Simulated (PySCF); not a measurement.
Species: Si(CCH)4, C₈H₄Si.
SMILES: `C#C[Si](C#C)(C#C)C#C`

The calculation used PBE0-D3(BJ)/def2-SVP geometry optimisation, gas phase (PySCF).

Take the most abundant isotopes and a rigid rotor. 

Q: What are A, B and C (GHz)?

A: Ia = 448.83, Ib = 449.23, Ic = 449.90 u·Å²; 505379 MHz·u·Å²/I gives 1126, 1125 and 1123 MHz, that is A = 1.1260, B = 1.1250, C = 1.1233 GHz.

Q: What kind of rotor is it?

A: A spherical top, as the point group Td requires three equal moments; the computed ones differ by 0.24 % because the geometry is symmetric only within the optimiser's tolerance.

The point group Td allows no dipole (computed: 0.02 D), so a rigid rotor has no electric-dipole lines.

Q: Estimate the classical rotational partition function at 10 K, 100 K and 200 K.

A: Point group Td, symmetry number σ = 12; q = (√π/σ)·√((kT/h)³/(ABC)), k/h = 20836.6 MHz/K: 372 at 10 K, 11800 at 100 K, 33300 at 200 K.

Not checked by PBE0-D3(BJ)/def2-SVP frequencies. These are rigid-rotor constants of the computed structure; measured ground-state constants (B0) also hold zero-point vibration.
